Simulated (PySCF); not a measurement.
Species: 1,5-dimethyl-1H-pyrrole-2-carbonitrile, C7H8N2.
SMILES with atom numbers: `[CH3:1][c:2]1[cH:3][cH:4][c:5]([C:6]#[N:7])[n:8]1[CH3:9]` (hydrogens: H10, H11, H12 on C1; H13 on C3; H14 on C4; H15, H16, H17 on C9)

Method used: TDDFT CAM-B3LYP/def2-SVPD, vertical, gas phase, core orbitals frozen in the response (PySCF). Geometry: GFN2-xTB; no solvent, vibrations or thermal averaging.

```
state  E (eV)  λ (nm)       f  |μ| (D)  main configurations (H = HOMO, L = LUMO)
   S1    5.44   228.1   0.375     4.26                                 H→L (93%)
   S2    5.81   213.5  0.0000     0.03     H→L+4 (50%), H→L+1 (28%), H→L+2 (17%)
   S3    6.05   205.0  0.0005     0.15     H→L+1 (60%), H→L+4 (12%), H→L+3 (10%)
   S4    6.20   199.8   0.059     1.59                  H-1→L (80%), H→L+5 (15%)
   S5    6.86   180.6  0.0008     0.18                               H→L+3 (76%)
   S6    6.93   178.9   0.018     0.82   H→L+2 (38%), H-1→L+1 (34%), H→L+3 (10%)
   S7    7.07   175.4   0.012     0.67   H-1→L+1 (49%), H→L+2 (28%), H→L+4 (11%)
   S8    7.33   169.2   0.312     3.35                  H→L+5 (78%), H-1→L (15%)
```

Triplets (Tamm–Dancoff): T1 3.64 eV, H→L (93%); T2 4.90 eV, H-1→L (92%); T3 5.54 eV, H→L+5 (77%).

The lowest singlet lies at 5.44 eV (228 nm, ultraviolet) and is strong; its leading configuration is HOMO→LUMO (93%). The lowest level is also the most intense of those listed (f = 0.375). Löwdin shares by element: HOMO carbon 56% or more, nitrogen 12% or more (atoms not listed hold the other 32%); LUMO carbon 43% or more, nitrogen 17% or more (atoms not listed hold the other 40%). The oscillator strengths of these states sum to 0.777; summed over the whole spectrum of an exact calculation they would give the number of electrons, 64 (Thomas–Reiche–Kuhn). Of the 8 states listed, 5 reach f = 0.01 and 2 stay under 0.0005. Weighted by f, the mean energy of these states is 6.32 eV. Only the lowest 8 singlets were computed, as vertical energies without vibronic structure.

Rough CPU time on one thread of a shared machine: about 2.6 min (grids of density and orbitals included).
